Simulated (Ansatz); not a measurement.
Consider the formal exchange of groups at the Si–B bond: `O[SiH2]BO[SiH3]` + `COCF` → `COC[SiH2]O` + `FBO[SiH3]`.

Program: Ansatz. Geometries: PBE0-D4/def2-TZVP. ΔE: electronic, gas phase. CCSD(T)/CBS is the MP2 limit (def2-TZVPP, def2-QZVPP) plus CCSD(T) − MP2 in def2-TZVPP, frozen cores. Functionals use def2-TZVPP. B3LYP here is the variant with VWN-RPA as its local correlation; programs differ in this. Each species was taken in one conformer, which may not be the lowest.

`O[SiH2]BO[SiH3]`:

Cartesian coordinates in Å:
```
O 3.140 -0.836 -0.250
Si 1.892 -0.278 0.688
B 0.123 -0.189 -0.310
O -0.905 0.480 0.255
Si -2.470 0.752 -0.231
H 2.985 -1.636 -0.753
H 1.709 -1.138 1.900
H 2.328 1.064 1.157
H -0.058 -0.725 -1.382
H -3.369 0.189 0.803
H -2.710 0.098 -1.543
H -2.665 2.217 -0.334
```

`COCF`:

Cartesian coordinates in Å:
```
C 0.985 -0.549 0.326
O 0.118 0.531 0.612
C -0.919 0.655 -0.263
F -1.831 -0.375 -0.113
H 1.362 -0.483 -0.702
H 1.821 -0.477 1.020
H 0.481 -1.509 0.463
H -0.584 0.617 -1.309
H -1.434 1.590 -0.035
```

`COC[SiH2]O`:

Z-matrix (Å, degrees):
```
C
O 1 1.404
H 1 1.090 2 107.4
H 1 1.099 2 112.2 3 119.6
H 1 1.098 2 111.2 3 -119.2
C 2 1.422 1 112.8 3 -180.0
Si 6 1.898 2 110.5 1 79.6
H 6 1.100 2 110.9 1 -47.0
H 6 1.094 2 106.1 1 -162.8
O 7 1.647 6 106.1 2 37.6
H 7 1.486 6 110.4 2 156.4
H 7 1.490 6 112.1 2 -83.1
H 10 0.962 7 112.9 6 -17.2
```

`FBO[SiH3]`:

```xyz
8

F     1.221    0.378   -2.424
B     0.950   -0.094   -1.218
O    -0.103    0.413   -0.558
Si   -0.780    0.121    0.924
H     1.654   -0.952   -0.766
H    -2.177   -0.320    0.711
H    -0.012   -0.932    1.637
H    -0.754    1.385    1.695
```

```csv
level,ΔE (kJ/mol),difference from CCSD(T)/CBS
PBE-D4,-202.5,15.6
r2SCAN-D4,-215.7,2.4
ωB97X-V,-208.9,9.2
ωB97M-V,-219.3,-1.2
B3LYP,-208.1,10.0
HF/def2-TZVPP,-212.3,5.8
MP2/def2-TZVPP,-228.0,-9.9
SCS-MP2/def2-TZVPP,-220.8,-2.7
MP2/def2-QZVPP,-229.4,-11.3
CCSD/CBS(def2),-218.2,-0.1
CCSD(T)/CBS,-218.1,0
```

Largest T1 diagnostic among the species: 0.013.

In def2-TZVPP, CCSD(T) changes the Hartree–Fock value by −3.8 kJ/mol (the triples alone add +0.1 kJ/mol) and MP2 by −15.7 kJ/mol. The D4 term adds −4.7 kJ/mol with B3LYP and −2.5 kJ/mol with PBE0; it sums over pairs of atoms, weighted by their polarisabilities, and B3LYP, whose exchange is more repulsive, gets the larger term.
